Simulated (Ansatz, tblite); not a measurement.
Removing and adding an electron: cyclo-(H2GeNH)2 (Ge2N2H6). The state is a singlet with charge 0. Geometry: B3LYP-D4/def2-SVP. Ansatz, gas phase; energy differences of separate SCF runs; the oxidised species was run as a doublet alone; the reduced species was run as a doublet alone.

```xyz
10

Ge    1.340    0.264    0.000
H     1.986    1.609    0.419
H     2.450   -0.732   -0.420
N    -0.080    0.402   -1.198
Ge   -1.340   -0.266    0.000
H    -2.449    0.732    0.420
H    -1.987   -1.610   -0.419
N     0.080   -0.405    1.199
H    -0.034    0.172   -2.186
H     0.033   -0.166    2.185
```

The xTB rows come from tblite.

```csv
level,−HOMO (eV),vertical IE (eV),−LUMO (eV),vertical EA (eV),HOMO–LUMO gap (eV),IE − EA (eV),remarks
GFN1-xTB,10.69,13.55,6.24,2.99,4.45,10.55,–
GFN2-xTB,10.15,13.16,4.89,2.02,5.26,11.15,–
PBE-D4/def2-TZVP,5.48,8.31,1.28,–,4.21,–,–
PBE-D4/def2-TZVPD,5.55,–,1.46,-0.46,4.09,–,HOMO above zero (-1 doublet)
r2SCAN-D4/def2-TZVP,5.76,8.45,0.98,–,4.79,–,–
r2SCAN-D4/def2-TZVPD,5.80,–,1.10,-0.59,4.70,–,HOMO above zero (-1 doublet)
PBE0-D4/def2-TZVP,6.79,8.69,0.44,–,6.35,–,–
PBE0-D4/def2-TZVPD,6.84,–,0.67,-0.64,6.17,–,HOMO above zero (-1 doublet)
```

   A HOMO above zero means that the electron is unbound at that level or that self-interaction error raises the level; the energy of removing that electron tells which. Raw xTB energy differences between charge states are shifted by several eV; the methods need an empirical correction for them. A negative affinity means that the extra electron isn't bound; its size then hangs on the basis.
